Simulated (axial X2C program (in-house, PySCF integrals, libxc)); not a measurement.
# Density and ELF of SbB⁺

All values were computed with an axial X2C code built on PySCF integrals. Two-component (2c) means X2C with spin–orbit coupling and atomic mean-field two-electron Coulomb and Gaunt terms. Basis: Sb dyall-cv3z [11s12p8d4f1g], B dyall-v3z [7s6p2d1f] (cores contracted in-house); Gaussian nuclei, density fitting, unrestricted open shells. Masses: Sb 120.904 u, B 11.009 u.

PBE0, 2c, state Ω = 3/2 (⟨Sz⟩ = 1.48, ⟨Lz⟩ = 0.02 at PBE0); Sb at z = 0, B at z = 2.186 Å.

The maps cover the half plane through the axis: z from -2.4 to 4.5 Å along the bond, ρ from 0.15 to 2.25 Å away from it (steps of 0.3 Å, the bottom row nearest the axis).

log10 of the density in e/bohr³:

digits 0 to 9 span -5.13 to 1.83 evenly
```
011222233332222222111000
112223333333333322221100
122333444444333333322110
123344445444444444332211
223444555555444444433221
233445566655555555443321
233455677765555555544322
234456789876566875544322
```

Electron localisation function (collinear form, no current term, damped to 0 at low density):

digits 0 to 9 span 0.00 to 1.00 evenly
```
000001233321100000000000
000134555543221111000000
001356777654433233431000
003577776665555567775100
025777643345677778998610
036775323224787689999830
146774367632795019999960
147763547452790966999971
```

Axial spin density in 10⁻³ e/bohr³:

digits 0 to 9 span -13.55 to 13.55 evenly, values beyond are clipped
```
555555555555555555555555
555555555555555555555555
555555666666655555555555
555556789987766666555555
555567999999877788765555
555568999999988999976555
555578847489988999996555
555677569949989999997555
```

One determinant describes the state; a PBE0 search over occupations chose it and may have missed a lower one. Density functionals use the spin component along the axis (collinear). Other states lie close and PBE0, whose exact exchange favours high spin, may order them wrongly; the determinant shown need not be the ground state. The nearest other 2c determinant of the search, Ω = 1/2, lies 0.34 eV up at the distance of the search. With several unpaired electrons one determinant need not be a pure state. This is the top spin component of a Σ state; components of lower Ω are not single determinants and can lie lower.
